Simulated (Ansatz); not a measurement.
One geometry of the cluster Nb3S4⁺, several levels of theory.

```yaml
crystal:
  periodic: [false, false, false]
  atoms:
    - {symbol: Nb, position_ang: [-0.145877, 0.492191, -0.995338]}
    - {symbol: Nb, position_ang: [-0.198415, 1.593473, 1.171570]}
    - {symbol: Nb, position_ang: [0.259983, -1.257516, 0.729369]}
    - {symbol: S, position_ang: [1.265251, -1.610519, -1.518505]}
    - {symbol: S, position_ang: [-0.836090, -1.968519, -1.387483]}
    - {symbol: S, position_ang: [0.194123, -0.126813, 2.753096]}
    - {symbol: S, position_ang: [-0.538986, 2.877703, -0.752710]}
basis:
  gaussian: {orbitals: def2-TZVP, initial_orbitals: start.molden}
total_charge: 1
hamiltonian: {xc: {name: r2SCANh}, dispersion: d4}
scf: {omitted_lower_state_checks: [starts]}
output: {orbitals: {seedname: orbitals}}
```

The file start.molden holds the orbitals of an earlier run on this structure, at another level or in another basis.

```sh
$ ansatz run in.yaml --threads 4 --pin off --events-out ev --progress --plain --max-ram 4787MiB
```

Shortened log:

```
Functional definition: r2SCANh
1998 factors; their error is unknown
mean field evaluation 1: about -47991.5511 eV, gradient 9.2e0 eV
mean field evaluation 2: about -47991.6090 eV, gradient 1.2e-1 eV
mean field evaluation 4: about -47991.6451 eV, gradient 6.4e-3 eV
mean field -47991.64514109 eV, -1763.6604290298 hartree, gradient 2.9e-5 eV, S^2 0.000000; 0 other end points of the search recorded, 0 dependent functions left out
reference -47991.64515661 eV, -1763.6604296000 hartree; 51, 51 occupied and 217, 217 virtual orbitals, 1998 factors
Total energy: -47991.75179163 eV, -1763.6643483648 hartree
Checks for a lower state left out: starts
```

Hardware: 4 threads of Arm Neoverse V2 on a shared host. Wall time 24 s, peak host memory 1.4 GiB.

As the first input, with `gaussian: {orbitals: STO-3G}`, `hamiltonian: {xc: hf}` (abridged; 7 s):

```
Functional definition: HF
mean field evaluation 16: about -346153.4259 eV, gradient 2.1e-1 eV
mean field -346153.43726711 eV, -12720.9041883395 hartree, gradient 9.4e-6 eV, S^2 0.000000
Total energy: -346153.43726711 eV, -12720.9041883395 hartree
Checks for a lower state left out: starts
```

As the first input, with `hamiltonian: {xc: {name: PBE-QIDH}}` and without the key `output` (abridged; 27 s):

```
Functional definition: PBE-QIDH
mean field -47940.92896088 eV, -1761.7966437834 hartree, gradient 3.7e-6 eV, S^2 0.000000; unrestricted orbitals would lower it
20 core orbitals not correlated: weight in the atoms' cores, before any rotation towards them, 1.000 or more for the frozen orbitals, at most 0.000 for the correlated occupied ones
second order -65.78383748 eV of doubles, -0.00000000 eV of singles
Total energy: -47962.85692291 eV, -1762.6024815249 hartree
Checks for a lower state left out: starts
```

First input, but with `gaussian: {orbitals: def2-SVP, initial_orbitals: start.molden}`, `hamiltonian: {xc: pbe, dispersion: d4}` (abridged; 4.2 s):

```
Functional definition: PBE
mean field -47961.98540545 eV, -1762.5704538491 hartree, gradient 1.4e-5 eV, S^2 0.000000
Total energy: -47962.40172717 eV, -1762.5857533901 hartree
Checks for a lower state left out: starts
```

Geometry: B3LYP-D4/def2-SVP.

In the def2 sets Nb takes a core potential, while STO-3G treats all electrons; there is no spin–orbit coupling. Correlated methods freeze 20 core orbitals; core or outer-core shells of Nb are correlated, in sets that lack core-valence functions. The restricted singlet is unstable towards broken spin symmetry at other levels; at r2SCANh-D4/def2-TZVP, PBE-D4/def2-SVP this wasn't settled. The restricted singlet is unstable towards broken spin symmetry in Hartree–Fock (as tested in another run); at HF/STO-3G this wasn't settled. At PBE-QIDH/def2-TZVP the restricted singlet (for correlated methods, its reference) is unstable: a solution with broken spin symmetry lies lower. No other spin state of charge 1 was run. The geometry of the singlet was relaxed on an unsound state (restricted singlet, unstable towards broken spin symmetry at other levels and untested here). Another isomer (singlet) lies 2.88 eV lower at PBE0-D4/def2-TZVP; other spin states weren't run for this one.
